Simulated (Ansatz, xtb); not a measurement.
**Relaxing a trial structure of ClF3H2Si2**

The starting geometry of this gas-phase singlet has its atoms placed at random.

```xyz
8

Cl   -0.8524    0.3001   -1.4686
F    -0.9620   -0.3073    0.7482
F    -0.8294    1.0456    0.3245
F     1.6495    0.2737   -0.8681
Si    1.2449    0.2911    0.5435
Si    1.3533   -1.2817   -1.2257
H     0.2837    0.6551    1.4964
H    -0.5675   -1.1554    0.8233
```

Question: Guess where an optimisation with r2SCAN-D4/def2-SVP ends from this start.

Answer: It ends as a structure given below by its coordinates. Distances that change by over a tenth: F4–Si5 (1.47 → 1.62 Å). Contacts that open: F4–Si6 (1.62 → 3.48 Å). Contacts that close: Cl1–Si6 (2.73 → 2.13 Å), F3–Si5 (2.22 → 1.70 Å).

The energy falls by 19.82 eV over 34 steps:

```json
{"step": "1", "E − E(last) (eV)": "19.820"}
{"step": "5", "E − E(last) (eV)": "3.566"}
{"step": "8", "E − E(last) (eV)": "1.379"}
{"step": "12", "E − E(last) (eV)": "0.864"}
{"step": "16", "E − E(last) (eV)": "0.718"}
{"step": "19", "E − E(last) (eV)": "0.561"}
{"step": "23", "E − E(last) (eV)": "0.172"}
{"step": "27", "E − E(last) (eV)": "0.031"}
{"step": "30", "E − E(last) (eV)": "0.003"}
{"step": "34", "E − E(last) (eV)": "0.000"}
```

Final geometry (Å):

```xyz
8

Cl   -0.1636   -0.7088   -2.3655
F    -1.2262   -1.4210    0.4069
F    -0.6278    0.8524    0.9377
F     1.2360    1.7856   -0.6432
Si    0.9544    0.5756    0.3951
Si    0.6321   -1.6390   -0.6181
H     1.7854    0.8573    1.6007
H    -1.2701   -0.4806    0.6599
```

From the same start GFN2-xTB reaches the same bonding as this run.

From so rough a start the end depends on the optimiser's path, so another program may land elsewhere. No frequencies were run, so the end isn't proven a minimum. Run with Ansatz 0.2.0, 58 s on 2 threads of INTEL(R) XEON(R) PLATINUM 8581C CPU @ 2.10GHz (Emerald Rapids), on a shared host.
